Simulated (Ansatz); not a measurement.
Ansatz results at the PBE0-D4/def2-TZVP geometry: HOMO energy (PBE/def2-TZVPP) -5.89 eV; size of the dipole moment (B3LYP/def2-TZVPP) 1.14 D; HOMO–LUMO gap (B3LYP/def2-TZVPP) 6.01 eV.

Each molecule was computed in one conformer, which needn't be the lowest.

(1) Which molecule gave them?
A. `[SiH3]C=S`
B. `[CH3][Al]([NH2])[CH]=O`
C. `C/C(O)=[N]\[AlH2]`
D. `[NH2][Al]1[CH2]C[O]1`

Results:

(1) C. The others give `[CH3][Al]([NH2])[CH]=O`: -4.82, 3.28, 4.19; `[NH2][Al]1[CH2]C[O]1`: -5.89, 2.41, 6.76; `[SiH3]C=S`: -5.28, 1.50, 3.28.

B3LYP here is the variant with VWN-RPA as its local correlation; programs differ in this.
